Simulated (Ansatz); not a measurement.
Harmonic frequencies (cm⁻¹) at PBE0-D4/def2-TZVP from Ansatz: 29, 77, 126, 274, 305, 390, 515, 544, 576, 728, 728, 815, 866, 950, 956, 981, 1068, 1263, 1462, 2207, 2252, 2254, 2718, 3910.

Each molecule was computed in one conformer, which needn't be the lowest.

(1) Which molecule is it?
A. `OB(O)S[SiH3]`
B. `OB(S)O[SiH3]`
C. `BO[SiH](O)S`
D. `NB(F)O[SiH3]`

Results:

(1) B.
